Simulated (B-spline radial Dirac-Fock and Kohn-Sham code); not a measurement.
**The L3 (2p3/2) hole of promethium ions: width and yield against charge**

Calculated with a radial finite-basis atomic code, using a relativistic independent-particle model: LDA orbitals of the hole state, radiative multipoles to third order, Auger rates from the Coulomb interaction with a continuum orbital, Dirac-Fock energies. Tabulated ground configurations, configuration averages; single configurations, so decays that open only by mixing (as 1s 2s² with 1s 2p² in Be-like ions) are missing and such tiny yields are far too low.

```
 ion          configuration  radiative (eV)  non-radiative (eV)  yield
  Pm           [Xe] 4f5 6s2           0.489                2.96  0.142
 Pm⁺           [Xe] 4f5 6s1           0.489                2.96  0.142
Pm²⁺               [Xe] 4f5           0.489                2.96  0.142
Pm³⁺               [Xe] 4f4           0.490                2.98  0.141
Pm⁴⁺               [Xe] 4f3           0.491                2.99  0.141
Pm⁵⁺  [Kr] 4d10 4f3 5s2 5p5           0.492                2.99  0.141
Pm⁶⁺  [Kr] 4d10 4f3 5s2 5p4           0.492                2.98  0.142
Pm⁷⁺  [Kr] 4d10 4f3 5s2 5p3           0.492                2.98  0.142
```
